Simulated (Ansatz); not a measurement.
Two isomers of C2H8BNO: A = `COB(C)N`, B = `COBCN`.

Isolated molecules relaxed with PBE0-D4/def2-TZVP in Ansatz; ΔE leaves out vibrations. CCSD(T)/CBS adds triple-zeta CCSD(T) − MP2 to the extrapolated MP2 energy (def2 sets, frozen cores). DFT in def2-TZVPP. B3LYP here is the variant with VWN-RPA as its local correlation; programs differ in this. Each species was taken in one conformer, which may not be the lowest.

(1) Which isomer does CCSD(T)/CBS put lower? Give the gap. (An estimate is asked.)

(2) Give E(B) − E(A) in kcal/mol with B3LYP, B2PLYP, PBE0-D4, PBE-D4, CCSD/def2-TZVPP, r2SCAN-D4, HF/def2-TZVPP. (An estimate is asked.)

Largest T1 diagnostic: 0.012.

Answers

(1) Computed: A, by 47.0 kcal/mol.

(2) The calculation gave: B3LYP 46.2, B2PLYP 46.9, PBE0-D4 47.0, PBE-D4 46.2, CCSD/def2-TZVPP 46.8, r2SCAN-D4 48.4, HF/def2-TZVPP 46.1. None reverses the order clearly.

From PBE to PBE0 (25 % exact exchange), in def2-TZVPP and without D4, E(B) − E(A) moves by +0.8 kcal/mol. The D4 term adds +0.8 kcal/mol with B3LYP and +0.4 kcal/mol with PBE0; it sums over pairs of atoms, weighted by their polarisabilities, and B3LYP, whose exchange is more repulsive, gets the larger term.
